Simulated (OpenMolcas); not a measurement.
## Setting up SbH2 (SMILES [SbH2]) in OpenMolcas

SbH2: 3 atoms, total charge 0, spin state doublet. SMILES: `[SbH2]`. The coordinates come from a PBE0-D4/def2-TZVP relaxation.

```xyz
3

Sb    0.6598   -0.3463    0.3157
H     0.0467    1.2442    0.1632
H    -0.7173   -0.9627   -0.4921
```

Settings wanted:

* method: HF
* reference: UHF
* basis set: STO-3G
* task: gradient
* nucleus: point
* SCF convergence threshold: 1e-10

Question: Give an OpenMolcas 26.06 job that does this.

Answer: One that was run (others would do as well):

calc.input:
```
* H2Sb Hartree-Fock
&GATEWAY
BasLib=$CurrDir
Coord
3
bohr
Sb     1.24684130    -0.65441216     0.59658654
H      0.08825021     2.35119724     0.30840330
H     -1.35550055    -1.81923934    -0.92993423
Basis=STO-3G
Group=NoSym
&SEWARD
&SCF
UHF
Spin=2
Thresholds=1e-10 1e-07 1e-07 1e-05
PrOrbitals=1
&ALASKA
```

```bash
$ export MOLCAS_MEM=1860
$ pymolcas calc.input > calc.log
```

(Basis files named in the input come from the Basis Set Exchange and aren't shown.)

Calculated total energy: -6252.49037 Eh, largest force 1.939 eV/Å. The run is non-relativistic. The shape is far from stationary at this level.
